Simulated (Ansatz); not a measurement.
Reaction (ligand exchange at a Ge–C bond): `C=[C](S)[GeH3]` + `S[SiH2]Cl` → `Cl[SiH2][S][GeH3]` + `C=CS`

Isolated molecules relaxed with PBE0-D4/def2-TZVP in Ansatz; ΔE leaves out vibrations. CBS: MP2 limit from def2 TZ/QZ plus the TZ coupled-cluster correction, frozen cores. This one scheme is used for every species. Functionals use def2-TZVPP. B3LYP here is the variant with VWN-RPA as its local correlation; programs differ in this. For Ge outer-core shells are correlated without core-valence functions, which leaves a few kJ/mol of doubt a bond. Scalar relativity is left out up to krypton. Each species was taken in one conformer, which may not be the lowest.

`C=[C](S)[GeH3]`:

Z-matrix (Å, degrees):
```
Ge
C 1 1.947
H 1 1.539 2 108.7
H 1 1.537 2 109.8 3 -118.6
H 1 1.536 2 108.8 3 120.2
S 2 1.758 1 118.2 3 55.0
C 2 1.332 1 121.4 3 -129.3
H 6 1.342 2 97.7 1 -22.7
H 7 1.087 2 122.4 1 -179.1
H 7 1.084 2 120.8 1 0.5
```

`S[SiH2]Cl`:

Cartesian coordinates in Å:
```
S -1.051 -0.791 1.085
Si 0.115 0.013 -0.493
Cl 2.131 -0.033 -0.102
H -0.808 0.233 1.921
H -0.232 1.428 -0.747
H -0.155 -0.848 -1.663
```

`Cl[SiH2][S][GeH3]`:

```xyz
9

Cl    0.323   -3.424    0.447
Si    0.073   -1.399    0.632
S     0.895   -0.476   -1.089
Ge   -0.030    1.521   -0.712
H     0.767   -0.967    1.867
H    -1.378   -1.114    0.743
H     0.891    2.548   -1.376
H    -1.438    1.559   -1.320
H    -0.104    1.751    0.807
```

`C=CS`:

Cartesian coordinates in Å:
```
C 0.793 -0.405 -0.714
C 0.021 0.015 0.279
S -1.573 0.703 0.044
H 0.483 -0.352 -1.752
H 1.771 -0.819 -0.506
H 0.354 -0.048 1.309
H -1.849 0.905 1.339
```

(1) Is it downhill or uphill in electronic energy at CCSD(T)/CBS, and by how much? (Estimate.)

(2) What do these levels give: PBE-D4, B3LYP-D4, ωB97M-V, PBE, B3LYP, MP2/def2-TZVPP, SCS-MP2/def2-TZVPP, CCSD/def2-TZVPP, HF/def2-QZVPP, MP2/def2-QZVPP, MP2/CBS(def2), CCSD/CBS(def2)? (Best estimate.)

Largest T1 diagnostic among the species: 0.012.

## Answers

(1) Ansatz gave: Downhill: ΔE = -53.9 kJ/mol.

(2) The calculation gave: PBE-D4 -57.2, B3LYP-D4 -57.3, ωB97M-V -56.8, PBE -57.5, B3LYP -57.8, MP2/def2-TZVPP -52.8, SCS-MP2/def2-TZVPP -53.0, CCSD/def2-TZVPP -52.9, HF/def2-QZVPP -63.7, MP2/def2-QZVPP -54.0, MP2/CBS(def2) -54.8, CCSD/CBS(def2) -55.0 kJ/mol.

In def2-TZVPP, CCSD(T) changes the Hartree–Fock value by +11.5 kJ/mol (the triples alone add +1.1 kJ/mol) and MP2 by +10.6 kJ/mol.
